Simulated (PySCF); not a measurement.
Si(F)(SH)3 (FH₃S₃Si), SMILES F[Si](S)(S)S. Atoms are numbered in the order given.

```xyz
8

F      0.0000     0.0000     1.8772
Si     0.0000     0.0000     0.2509
S     -1.9040     0.6340    -0.4461
S      1.5010     1.3319    -0.4461
S      0.4030    -1.9659    -0.4461
H     -2.5800    -0.2427     0.3346
H      1.0798     2.3557     0.3346
H      1.5002    -2.1130     0.3346
```
Charge 0, spin multiplicity 1.

Coordinates come from a r2SCAN-D4/def2-SVP optimisation. The structure was generated by enumeration, and PubChem lists no compound with its InChIKey, so it may never have been made. One conformer was computed; it need not be the lowest.

Two levels are set side by side: PBE/pcSseg-1 (PySCF) and HF/pcSseg-1 (PySCF). GIAO shifts against CFCl3 (¹⁹F), H2S (³³S), TMS (²⁹Si), TMS (¹H) at the same level; non-relativistic, no solvent, atoms listed together averaged. Differences are taken from unrounded values.

```tsv
quantity	HF
δ(¹⁹F) of F1 (ppm)	-78.4
δ(²⁹Si) of Si2 (ppm)	32.0
δ(³³S) of S3, S4, S5 (ppm)	26.3
δ(¹H) of H6, H7, H8 (ppm)	1.92
```

What does PBE give, and how far is it from HF? (The exact figures need the calculation; the answer reports its results.)


| quantity | PBE | PBE minus HF |
|---|---|---|
| δ(¹⁹F) of F1 (ppm) | -93.7 | -15.3 |
| δ(²⁹Si) of Si2 (ppm) | 42.0 | 10.0 |
| δ(³³S) of S3, S4, S5 (ppm) | 85.8 | 59.6 |
| δ(¹H) of H6, H7, H8 (ppm) | 1.92 | 0.00 |

Rough cost on one machine, each run with all the roots and properties that it gave: HF against PBE within a factor of 2.
